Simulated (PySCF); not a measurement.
## Nuclear repulsion and electron count by hand

System: hydrogen fluoride (hydrogen fluoride), singlet, geometry from GFN2-xTB. Level: R2SCAN/aug-cc-pVDZ (PySCF). Sums are taken with unrounded values, so a last digit can differ.

Coordinates (Å):

```
atom        x        y         z
----  -------  -------  --------
F1    0.00000  0.00000  -0.09325
H2    0.00000  0.00000   0.83927
```

### Question
Work out the nuclear repulsion energy and the numbers of alpha and beta electrons.

### Answer
In atomic units each pair adds Z_i Z_j / r_ij, with r in bohr (1 bohr = 0.529177 Å).
| pair | r (Å) | r (bohr) | Z_i Z_j | term (Eh) |
|---|---|---|---|---|
| F1-H2 | 0.9325 | 1.7622 | 9 | 5.1072 |
The sum is 5.1072 Eh; PySCF gives 5.1072 Eh. The atomic numbers add up to 10, so at charge +0 there are 10 electrons; multiplicity 1 means 0 unpaired, so 5 alpha and 5 beta.
